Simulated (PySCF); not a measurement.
Ionisation energy of Br¹⁴⁺ by level of theory

Br¹⁴⁺ [Ar] 3d3 [3d3/2^3, M_J = 3/2] → Br¹⁵⁺ [Ar] 3d2 [3d3/2^2, M_J = 2], as a difference of total energies. Computed with PySCF 2.14 in an uncontracted even-tempered set (17 s from 1.2 bohr⁻², ratio 2.8; 12 p from 1.5 bohr⁻², ratio 2.8; 8 d from 1.5 bohr⁻², ratio 2.8; 4 f from 5.3 bohr⁻², ratio 3), with the two-component X2C-1e Hamiltonian. Correlated levels: [Ne] frozen; the 76 highest virtual spinors dropped. "Screened" scales the spin-orbit matrix elements by Boettger's factors to mimic the two-electron term; Breit and QED terms are absent.

```tsv
method	ionisation energy (eV)
GHF (spin-free)	482.36
GMP2 (spin-free)	482.71
GHF (screened spin-orbit)	482.20
GMP2 (screened spin-orbit)	482.56
```

Problem. How much does correlation contribute at GMP2 (screened spin-orbit)?

Solution. 482.56 − (482.20) = 0.36 eV, measured against GHF (screened spin-orbit).

Breit and QED terms and the two-electron picture change are absent.

The spin-free rows relax to the high-spin LS determinant and lack the spin-orbit shift.

The labels give the starting determinants; with spin-orbit coupling the two ends relaxed to ⟨J²⟩ = 6.14, ⟨L²⟩ = 11.88, ⟨S²⟩ = 3.69 and ⟨J²⟩ = 6.83, ⟨L²⟩ = 11.70, ⟨S²⟩ = 1.90.

The determinant of Br¹⁴⁺ and of Br¹⁵⁺ mixes levels of different J (the jj label is only the starting occupation), so the difference between spin-free and spin-orbit rows is not the physical spin-orbit shift.

For comparison: 481 ± 3 eV (theoretical estimate listed by NIST; NIST Atomic Spectra Database, ionization energies).
